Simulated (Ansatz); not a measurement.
Species: sum formula H₂BOF₂ (charge +1, singlet). It need not be the lowest isomer of its formula. 
Geometry from a B3LYP-D3(BJ)/def2-TZVP (Ansatz, an electronic-structure program) optimisation:
```xyz
6

B     -0.1816     0.0437    -0.0352
F     -0.3939     1.2911    -0.2409
F     -0.9778    -0.9610    -0.0246
O      1.2247    -0.2948     0.2371
H      1.9339     0.3784     0.2582
H      1.5221    -1.2101     0.4108
```
Charge +1, spin multiplicity 1.

Total electronic energies in hartree. Cores are frozen in the correlated levels unless marked. Spin-orbit coupling is left out. Non-relativistic unless marked X2C. Basis-set limits of correlation are two-point, X^-3; Hartree-Fock from the larger set.

```csv
level,program,energy (Eh)
HF/cc-pVDZ,Ansatz,-299.46576
PBE0-D3(BJ)/def2-TZVP,Ansatz + dftd3,-300.63157
PBE0/def2-TZVP,Ansatz,-300.62971
PBE0/def2-TZVPD,Ansatz,-300.63041
PBE0/def2-QZVPP,Ansatz,-300.64813
CAM-B3LYP-D3(BJ)/def2-TZVPD,Ansatz + dftd3,-300.85521
CAM-B3LYP-D4/def2-TZVPD,Ansatz + dftd4,-300.85522
wB97M-V/def2-TZVPD,Ansatz,-300.85686
B2GP-PLYP-D3(BJ)/def2-TZVPD,Ansatz + dftd3,-300.71479
B2GP-PLYP-D4/def2-TZVPD,Ansatz + dftd4,-300.71437
B2PLYP/def2-TZVPD,Ansatz,-300.76212
PBE-QIDH/def2-TZVPD,Ansatz,-300.59718
RPA@PBE/cc-pVQZ,Ansatz,-300.93458
MP2/cc-pwCVTZ,Ansatz,-300.43240
MP2/cc-pVQZ,Ansatz,-300.50509
"MP2/CBS(cc-pVTZ,cc-pVQZ)",Ansatz,-300.5566
RI-MP2/cc-pVQZ,Ansatz,-300.50473
SCS-MP2/cc-pVTZ,Ansatz,-300.38918
CCSD/cc-pVDZ,Ansatz,-300.11825
CCSD(T)/cc-pVDZ,Ansatz,-300.13044
CCSD(T)/cc-pwCVTZ,Ansatz,-300.46246
X2C-CCSD(T)/cc-pVTZ-DK,Ansatz,-300.67272
"CCSD(T)/CBS(cc-pVTZ,cc-pVQZ)",Ansatz,-300.5845
```

Totals of different functionals don't rank their quality; only differences between species are comparable.
